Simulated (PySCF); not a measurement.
# Computed spin Hamiltonian

Species: C4H9OSi (doublet state).
Z-matrix (Å and degrees, GFN2-xTB geometry), rows numbered from 1:
```
C 
C   1  1.2980
C   2  1.5300  1  123.39
C   3  1.5239  2  110.22  1  -104.50
O   2  1.3557  1  125.29  3  -179.23
Si  5  1.6296  2  128.08  1     1.68
H   1  1.0631  2  136.42  3    -1.04
H   3  1.0916  2  107.05  1   135.76
H   3  1.0899  2  109.67  1    17.48
H   4  1.0877  3  110.48  2    63.43
H   4  1.0883  3  110.07  2  -176.63
H   4  1.0874  3  110.26  2   -56.67
H   6  1.4626  5  110.86  2   -58.31
H   6  1.4561  5   98.66  2  -177.52
H   6  1.4634  5  110.77  2    63.30
```

The hyperfine couplings belong to this conformer and change with its torsions.

Identity: `[H]/[C]=C(\CC)O[SiH3]` [radical].

The calculation used UKS B3LYP, pcH-1 on C H O Si, non-relativistic, mean-field spin-orbit, GIAO in PySCF. One conformer (not necessarily the lowest) at the GFN2-xTB geometry, without solvent, vibrations or thermal averaging. The geometry wasn't refined by DFT: couplings that depend on bond lengths, twists or pyramidal angles can differ widely from those at the functional's own minimum. The SCF solution wasn't tested for stability.

| Item | Value |
| --- | --- |
| g1, g2, g3 | 2.00217, 2.00256, 2.00272 |
| g_iso | 2.00248 |
| Form of g | rhombic: the two nearest values differ by 29 % of g3 − g1 |
| ⟨S²⟩ | 0.7580 (exact 0.7500) |
| HOMO–LUMO gap, α and β orbitals | 7.15, 3.93 eV |
| Basis functions | 250 |

Isotropic coupling and dipolar principal values T1 to T3, in MHz; ρ(0) is the spin density at the nucleus:

```
atom  isotope  a_iso  of which spin–orbit     T1     T2     T3  Mulliken spin population  ρ(0) (bohr⁻³)
  C1      13C  280.9                 -0.1  -80.5  -60.2  140.7                      1.03         0.2499
  C2      13C  -32.3                  0.0  -21.0   -1.1   22.0                     -0.13        -0.0287
  C3      13C   50.8                  0.0   -7.2   -6.3   13.5                      0.06         0.0452
  C4      13C   -4.5                  0.0   -0.6   -0.4    1.0                      0.00        -0.0040
  O5      17O  -22.7                  0.0  -11.4    3.3    8.2                      0.02         0.0374
 Si6     29Si   -0.6                  0.0   -2.0    0.4    1.6                      0.02         0.0007
  H7       1H   24.4                  0.0  -32.4   -7.6   40.0                      0.00         0.0054
  H8       1H   14.6                  0.0   -3.9   -0.7    4.7                      0.01         0.0033
  H9       1H    2.8                  0.0   -5.9   -1.9    7.8                      0.00         0.0006
 H10       1H    1.7                  0.0   -1.9   -1.5    3.4                      0.00         0.0004
 H11       1H    7.0                  0.0   -1.1   -0.7    1.8                      0.00         0.0016
 H12       1H    0.3                  0.0   -1.4   -1.0    2.4                      0.00         0.0001
 H13       1H    4.7                  0.0   -3.0   -2.2    5.2                      0.00         0.0010
 H14       1H    0.4                  0.0   -1.2   -0.8    2.0                      0.00         0.0001
 H15       1H    2.5                  0.0   -2.7   -2.0    4.7                      0.00         0.0006
```

The Mulliken spin populations are largest on C1 (+1.03) and C2 (-0.13). No atom but C1 exceeds +0.15.

Axes: g1 points within 5° of the C2–C3 bond and g3 points within 11° of the C1–H7 bond.

Under fast tumbling the dipolar parts average out, and these isotropic splittings remain: 1 × 1H (H7, I = 1/2, 2 lines) with 0.87 mT, 2 × 1H (H8/H9, I = 1/2, 3 lines) with 0.31 mT, 3 × 1H (H10/H11/H12, I = 1/2, 4 lines) with 0.11 mT and 3 × 1H (H13/H14/H15, I = 1/2, 4 lines) with 0.09 mT.

Nuclei that the bonding pattern makes equivalent are averaged, as if the motion that swaps them (rotation, inversion, ring flip) were fast. The three 1H nuclei of mean +3.0 MHz run from 0.3 to 7.0 MHz in the frozen geometry. The 1H value of +8.7 MHz is a mean of couplings from 2.8 to 14.6 MHz in this one geometry, not an average over conformers.

The 17O coupling of O5 (-22.7 MHz) shows only in satellite lines or after enrichment, since that isotope makes up about 0.038 % of natural oxygen.

The 13C coupling of C1 (280.9 MHz) shows only in satellite lines or after enrichment, since that isotope makes up about 1.07 % of natural carbon.

The spin density at the nucleus, in bohr⁻³, is negative for C2 (-0.0287) and C4 (-0.0040), for instance. A restricted open-shell determinant has no negative spin density anywhere; here it arises because α and β orbitals differ (spin polarisation).
